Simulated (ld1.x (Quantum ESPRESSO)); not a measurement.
## Transferability test, ultrasoft potential for Cl

```
Element                 : chlorine (Cl)
Generator               : ld1.x (Quantum ESPRESSO) 7.5
Type                    : ultrasoft
Functional              : PBEsol
Relativity              : non-relativistic
Frozen core             : [Ne]
Valence charge          : 7
Reference configuration : 3s2 3p5
Partial waves           : 3s (bound): rcut 0.85, rcutus 1.10 bohr; 3s channel at 1.15 Ry: rcut 0.85, rcutus 1.10 bohr; 3p (bound): rcut 1.30, rcutus 1.60 bohr; 3p channel at -0.2 Ry: rcut 1.30, rcutus 1.60 bohr
Local potential         : all-electron potential smoothed inside 1.15 bohr (lloc = -1)
Core correction         : Bessel-smoothed model core inside 0.80 bohr
Augmentation charge     : PSQ, inside the norm-conserving radii
```

Energies are relative to the spin-unpolarised reference configuration 3s2 3p5; without spin polarisation the order of configurations can differ from experiment. The frozen-core shift is the all-electron ΔE with the core orbitals held at their reference shape minus the fully relaxed ΔE.

```csv
valence configuration,charge,ΔE all-electron (eV),error AE − PS (meV),frozen-core shift (meV)
3s2 3p4,+1,13.851,+0.9,+0.9
3s2 3p3,+2,39.260,+8.0,+7.6
3s1 3p6,0,11.934,-19,+0.2
3s1 3p5,+1,26.328,-22,+1.6
3s2 3p1,+4,129.712,+97,+93
3s2 3p5.3,-0.3,-2.133,0.0,0.0
```

(1) What are ΔE and the potential's error for 3s2 3p2?

Levels in the configuration 3s2 3p4:

```json
{"level": "3s", "all-electron (eV)": "-31.832", "pseudo (eV)": "-31.830"}
{"level": "3p", "all-electron (eV)": "-19.393", "pseudo (eV)": "-19.390"}
```

Note: ghost state, extra bound levels that the all-electron valence spectrum of the same l lacks: s at -48.5 eV. A true bound ghost makes a file unfit for plane-wave use.

Results:

(1) ΔE = 77.521 eV all-electron; the error (AE − PS) is +33 meV.
